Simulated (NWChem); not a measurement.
The numbers come from NWChem runs, not from measurements. System: hexafluorophosphate (F₆P (-1)), charge -1, spin multiplicity 1, at a geometry optimised with PBE0/def2-SVP. Level: G0W0@BHandHLYP/def2-SVPD, RI basis def2-svpd-rifit.

Input file:

```
start mol
memory heap 200 mb stack 700 mb global 1700 mb
charge -1
geometry units angstroms nocenter noautoz
  F      0.000000     1.630853     0.000000
  P      0.000000     0.000000     0.000000
  F      0.000000     0.000000     1.630856
  F      0.000000     0.000000    -1.630856
  F      1.630854     0.000000     0.000000
  F      0.000000    -1.630853     0.000000
  F     -1.630854     0.000000     0.000000
  symmetry group D2h
end
basis spherical
  * library def2-svpd
end
basis "ri basis" bse spherical
  * library def2-svpd-rifit
end
dft
  xc bhlyp
  iterations 100
  direct
  tolerances tight
end
task dft energy
gw
  method cdgw
  states alpha occ 4 vir 2
end
task dft gw
```

Part of the output:

```
             Northwest Computational Chemistry Package (NWChem) 7.3.0
             --------------------------------------------------------

                                NWChem Input Module
                                -------------------

 Scaling coordinates for geometry "geometry" by  1.889725989
 (inverse scale =  0.529177249)

 Turning off AUTOSYM since
 SYMMETRY directive was detected!

                             Geometry "geometry" -> ""
                             -------------------------

 Output coordinates in angstroms (scale by  1.889725989 to convert to a.u.)

  No.       Tag          Charge          X              Y              Z
 ---- ---------------- ---------- -------------- -------------- --------------
    1 F                    9.0000     0.00000000     1.63085300     0.00000000
    2 P                   15.0000     0.00000000     0.00000000     0.00000000
    3 F                    9.0000     0.00000000     0.00000000     1.63085600
    4 F                    9.0000     0.00000000     0.00000000    -1.63085600
    5 F                    9.0000     1.63085400     0.00000000     0.00000000
    6 F                    9.0000     0.00000000    -1.63085300     0.00000000
    7 F                    9.0000    -1.63085400     0.00000000     0.00000000

 Effective nuclear repulsion energy (a.u.)     525.2684045152

            Nuclear Dipole moment (a.u.)
            ----------------------------
        X                 Y               Z
 ---------------- ---------------- ----------------
     0.0000000000     0.0000000000     0.0000000000

      Symmetry information
      --------------------

 Group name             D2h
 Group number             26
 Group order               8
 No. of unique centers     4

      Symmetry unique atoms

     1    2    3    5


 Summary of "ao basis" -> "" (spherical)
 ------------------------------------------------------------------------------
       Tag                 Description            Shells   Functions and Types
 ---------------- ------------------------------  ------  ---------------------
 *                         def2-svpd                  on all atoms
[...]
         721.780463393519           0.000000000000           0.000000000000
           0.000000000000         721.780905971334           0.000000000000
           0.000000000000           0.000000000000         721.779578237076

     Multipole analysis of the density
     ---------------------------------

     L   x y z        total         alpha         beta         nuclear
     -   - - -        -----         -----         ----         -------
     0   0 0 0     -1.000000    -35.000000    -35.000000     69.000000

     1   1 0 0      0.000000      0.000000      0.000000      0.000000
     1   0 1 0      0.000000      0.000000      0.000000      0.000000
     1   0 0 1      0.000000      0.000000      0.000000      0.000000

     2   2 0 0    -37.939446   -104.450871   -104.450871    170.962296
     2   1 1 0      0.000000      0.000000      0.000000      0.000000
     2   1 0 1     -0.000000     -0.000000     -0.000000      0.000000
     2   0 2 0    -37.939425   -104.450756   -104.450756    170.962087
     2   0 1 1     -0.000000     -0.000000     -0.000000      0.000000
     2   0 0 2    -37.939489   -104.451102   -104.451102    170.962716

 Task  times  cpu:        4.9s     wall:        4.9s

                                NWChem Input Module
                                -------------------

                                 NWChem GW Module
                                 ----------------

                             ***********************
                             ***        GW       ***
                             ***********************

 Summary of "ri basis" -> "ri basis" (spherical)
 ------------------------------------------------------------------------------
       Tag                 Description            Shells   Functions and Types
 ---------------- ------------------------------  ------  ---------------------
 F                      def2-svpd-rifit             20       64   7s6p5d2f
 P                      def2-svpd-rifit             24       78   9s6p6d3f

                 Memory Information
                 ------------------
          Available GA per process is          1699.8 MBs
          Available stack per process is        700.0 MBs
          Available heap per process is           0.2 MBs

          Peak memory in Initialization
              Peak GA per process is                 22.8 MBs
              Peak stack per process is               0.2 MBs
              Peak heap per process is               23.4 MBs
              Memory not in MA per process            0.0 MBs

          Peak memory in CDGW Calculation
              Peak GA per process is                 26.3 MBs
              Peak stack per process is               3.3 MBs
              Peak heap per process is                3.7 MBs
              Memory not in MA per process            0.0 MBs

          Computing 2-center integrals
          Computing Inverse Cholesky factor
          Computing 3-center integrals
          Computing Vxc

          Computing Sigma_x
          Computing W(iw) on the imaginary grid
          Solving quasiparticle equations

                  Alpha Orbitals
          State     Energy (eV)     Error (eV)
          -----------------------------------
@GW        32         -9.531           0.005
@GW        33         -8.459           0.004
@GW        34         -8.459           0.004
@GW        35         -8.458           0.004
@GW        36          6.265           0.002
@GW        37          7.559           0.002

     GW Timing Statistics
   ------------------------
   Init.   :          0.0s
     ERIs  :          1.3s
     Distr.:          0.0s
     Vxc   :          0.7s
   Vmo     :          0.0s
   iW      :          3.6s
   I_n     :          0.0s
   R_n     :          0.2s
   GW total:          5.9s

 Task  times  cpu:        5.9s     wall:        5.9s

 Total times  cpu:       10.8s     wall:       10.8s
```
